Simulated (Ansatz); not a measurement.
`C=C[CH2][GaH2]` and `BNCC=C` differ in one atom or group.

Ansatz, PBE0-D4/def2-TZVP geometries, multiplicity 1. Each molecule was computed in one conformer, which needn't be the lowest.

Scalar relativity is left out up to krypton.

```
                                      property  `C=C[CH2][GaH2]`
         HOMO energy (ωB97M-V/def2-TZVPP) / eV             -8.84
size of the dipole moment (PBE/def2-TZVPP) / D              1.00
           LUMO energy (B3LYP/def2-TZVPP) / eV             -0.83
          HOMO–LUMO gap (PBE0/def2-TZVPP) / eV              6.17
           HOMO–LUMO gap (PBE/def2-TZVPP) / eV              4.32
         HOMO–LUMO gap (B3LYP/def2-TZVPP) / eV              5.74
```

What does the change do to each property? (Best estimate.)

Ansatz gave: 
| property | `BNCC=C` | shift |
| --- | --- | --- |
| HOMO energy (ωB97M-V/def2-TZVPP) / eV | -9.99 | -1.15 |
| size of the dipole moment (PBE/def2-TZVPP) / D | 1.97 | 0.97 |
| LUMO energy (B3LYP/def2-TZVPP) / eV | -0.44 | 0.39 |
| HOMO–LUMO gap (PBE0/def2-TZVPP) / eV | 7.51 | 1.34 |
| HOMO–LUMO gap (PBE/def2-TZVPP) / eV | 5.33 | 1.01 |
| HOMO–LUMO gap (B3LYP/def2-TZVPP) / eV | 7.05 | 1.31 |

With PBE0 the HOMO falls by 0.95 eV and the LUMO rises by 0.39 eV, so the gap widens by about 1.34 eV. PBE moves the HOMO by -0.77 eV and ωB97M-V by -1.15 eV. The zero-point energy changes by 70.4 kJ/mol with +6 modes. Dipoles are sizes alone; their direction can turn.

B3LYP here is the variant with VWN-RPA as its local correlation; programs differ in this.
